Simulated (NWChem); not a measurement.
Molecule: BNH3Cl; SMILES NBCl

```xyz
6

B     -0.5800     0.5139     0.0000
H     -1.7612     0.6555     0.0000
Cl     0.0853    -1.1441     0.0000
N      0.2831     1.6023     0.0000
H     -0.0555     2.5545     0.0000
H      1.2912     1.5168     0.0000
```
Atoms are numbered in this order, from 1.

Level: B3LYP/6-31G* (spherical d) (NWChem), optimised geometry, unscaled harmonic frequencies. 

Task: List the harmonic frequencies with IR intensities, and the thermochemistry.

Result: 
```tsv
frequency (cm⁻¹)	IR intensity (km/mol)
350	2.4
527	188.7
606	45.6
693	37.5
890	10.9
935	18.5
1143	69.8
1351	192.4
1659	139.9
2710	113.2
3585	37.5
3681	29.9
```

The zero-point energy is 25.9 kcal/mol and the thermal correction to the enthalpy at 298.15 K (with zero-point energy) is 28.9 kcal/mol. The heat capacity Cv is 12.0 cal/(mol K). The entropy at 298.15 K and 1 atm (symmetry number 1) comes out as 64.2 cal/(mol K). The dipole moment is 3.06 D.

Rigid rotor and harmonic oscillator.
